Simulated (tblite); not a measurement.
Compound: C5H12BrPSi.
Atom-mapped SMILES: `[CH3:1][C@H:2]1[CH2:3][C@:4]([Br:5])([SiH2:6][PH2:7])[CH2:8]1` (hydrogens: H9, H10, H11 on C1; H12 on C2; H13, H14 on C3; H15, H16 on Si6; H17, H18 on P7; H19, H20 on C8)

Computed with GFN2-xTB (tblite), gas phase: L-BFGS steps from a force-field or distance-geometry start until the largest atomic force falls under 0.01 eV/Å.

Step 32: E = -684.1871 eV
```
atom  x, y, z in Å  |  force x, y, z in eV/Å
C1     -2.6473    0.7297    0.4670   -0.062   0.004   0.032
C2     -1.2671    0.3913   -0.0564    0.003   0.031   0.024
C3     -0.1028    0.2494    0.9387    0.034   0.047  -0.012
C4      0.4141   -0.8888    0.0651    0.022  -0.119   0.138
Br5     1.0956   -2.4459    1.0947   -0.017   0.011  -0.042
Si6     1.7792   -0.4168   -1.1880    0.036  -0.006  -0.083
P7      3.1028    1.1287   -0.2363   -0.008  -0.018  -0.022
C8     -0.9931   -1.0535   -0.5048    0.008   0.017  -0.044
H9     -2.6731    1.7405    0.8679    0.064   0.003   0.024
H10    -2.9442    0.0405    1.2520   -0.003  -0.048   0.057
H11    -3.3787    0.6707   -0.3360    0.000  -0.039  -0.024
H12    -0.9923    1.0928   -0.8469   -0.001   0.016  -0.047
H13     0.5629    1.1028    1.0624    0.011   0.074   0.062
H14    -0.4322   -0.1023    1.9166   -0.051   0.084  -0.018
H15     1.1034    0.1104   -2.3858    0.049  -0.005   0.039
H16     2.5214   -1.6280   -1.5494   -0.062   0.016  -0.031
H17     3.2390    1.8855   -1.3882   -0.038  -0.017   0.009
H18     4.2760    0.4448   -0.4949   -0.008  -0.005   0.033
H19    -1.0782   -1.2756   -1.5650    0.018  -0.055  -0.065
H20    -1.5906   -1.7654    0.0648    0.006   0.011  -0.029
```

Step 33: E = -684.1898 eV
```
atom  x, y, z in Å  |  force x, y, z in eV/Å
C1     -2.6512    0.7234    0.4744   -0.035   0.002   0.014
C2     -1.2696    0.3948   -0.0578   -0.004   0.045   0.019
C3     -0.1010    0.2563    0.9346   -0.013   0.040  -0.008
C4      0.4143   -0.8854    0.0637    0.008  -0.117   0.148
Br5     1.0879   -2.4474    1.0958   -0.028   0.036  -0.047
Si6     1.7838   -0.4211   -1.1851    0.057   0.025  -0.085
P7      3.1090    1.1261   -0.2393   -0.010  -0.010  -0.005
C8     -0.9908   -1.0484   -0.5118   -0.028   0.041  -0.016
H9     -2.6832    1.7346    0.8754    0.079  -0.013   0.031
H10    -2.9409    0.0308    1.2604    0.015  -0.026   0.032
H11    -3.3872    0.6628   -0.3247    0.013  -0.054  -0.024
H12    -1.0022    1.0997   -0.8478   -0.008   0.020  -0.042
H13     0.5645    1.1112    1.0612   -0.012   0.033   0.025
H14    -0.4350   -0.0906    1.9126   -0.030   0.064  -0.008
H15     1.1161    0.1004   -2.3876    0.026   0.012   0.015
H16     2.5247   -1.6316   -1.5430   -0.041  -0.021  -0.033
H17     3.2435    1.8858   -1.3904   -0.028  -0.042   0.016
H18     4.2815    0.4387   -0.4941   -0.016   0.011   0.019
H19    -1.0773   -1.2699   -1.5730    0.044  -0.031  -0.037
H20    -1.5919   -1.7596    0.0541    0.009  -0.013  -0.015
```

Step 34: E = -684.1918 eV
```
atom  x, y, z in Å  |  force x, y, z in eV/Å
C1     -2.6538    0.7196    0.4791    0.006  -0.005  -0.002
C2     -1.2706    0.3976   -0.0589   -0.005   0.037  -0.001
C3     -0.0996    0.2611    0.9321   -0.043   0.026   0.001
C4      0.4154   -0.8855    0.0654   -0.007  -0.050   0.086
Br5     1.0830   -2.4485    1.0959   -0.031   0.036  -0.035
Si6     1.7875   -0.4235   -1.1843    0.035   0.029  -0.038
P7      3.1123    1.1249   -0.2410   -0.015  -0.010   0.013
C8     -0.9890   -1.0451   -0.5163   -0.034   0.040   0.011
H9     -2.6876    1.7308    0.8803    0.077  -0.025   0.032
H10    -2.9384    0.0246    1.2661    0.028  -0.005   0.006
H11    -3.3921    0.6576   -0.3183    0.025  -0.058  -0.012
H12    -1.0083    1.1041   -0.8497   -0.015   0.019  -0.026
H13     0.5656    1.1171    1.0622   -0.027  -0.001  -0.008
H14    -0.4388   -0.0814    1.9096   -0.015   0.045   0.006
H15     1.1241    0.0947   -2.3879    0.003   0.029  -0.013
H16     2.5244   -1.6343   -1.5418   -0.019  -0.050  -0.035
H17     3.2451    1.8859   -1.3915   -0.018  -0.052   0.014
H18     4.2841    0.4350   -0.4927   -0.015   0.021   0.008
H19    -1.0756   -1.2683   -1.5782    0.064  -0.004  -0.001
H20    -1.5927   -1.7557    0.0473    0.008  -0.025  -0.007
```

Question: Estimate the geometry and energy of step 35. (The exact step hangs on the optimiser's Hessian estimate; all steps are aligned on step 34, rigid shifts and turns removed.)

Answer: E = -684.1930 eV, largest force 0.076 eV/Å
```
atom  x, y, z in Å  |  force x, y, z in eV/Å
C1     -2.6544    0.7181    0.4808    0.033  -0.011  -0.009
C2     -1.2706    0.3993   -0.0598   -0.004   0.017  -0.019
C3     -0.0993    0.2634    0.9312   -0.046   0.013   0.007
C4      0.4163   -0.8870    0.0682   -0.019   0.027   0.009
Br5     1.0807   -2.4489    1.0954   -0.027   0.021  -0.015
Si6     1.7896   -0.4239   -1.1846   -0.003   0.009   0.010
P7      3.1129    1.1247   -0.2412   -0.019  -0.011   0.026
C8     -0.9882   -1.0434   -0.5177   -0.018   0.021   0.022
H9     -2.6870    1.7291    0.8828    0.064  -0.027   0.029
H10    -2.9367    0.0221    1.2685    0.033   0.006  -0.010
H11    -3.3934    0.6548   -0.3164    0.028  -0.052   0.001
H12    -1.0106    1.1059   -0.8518   -0.019   0.015  -0.011
H13     0.5657    1.1196    1.0638   -0.028  -0.013  -0.026
H14    -0.4420   -0.0761    1.9083   -0.011   0.033   0.019
H15     1.1270    0.0932   -2.3875   -0.009   0.040  -0.029
H16     2.5222   -1.6363   -1.5442   -0.009  -0.055  -0.032
H17     3.2448    1.8856   -1.3915   -0.012  -0.050   0.007
H18     4.2843    0.4340   -0.4914   -0.009   0.023   0.004
H19    -1.0735   -1.2692   -1.5801    0.071   0.015   0.023
H20    -1.5930   -1.7543    0.0447    0.005  -0.023  -0.005
```

The energy changes by -0.0012 eV. The first-order estimate −F·Δx gives -0.0016 eV and the mean of the old and new forces, exact on a quadratic surface, -0.0012 eV. The step makes an angle of 60° with the force vector and moves no atom by more than 0.006 Å.

The cost below is that of the whole relaxation. Time: 5.9 s wall. Hardware: one thread, Intel Xeon at 2.50 GHz (x86_64) (shared host).
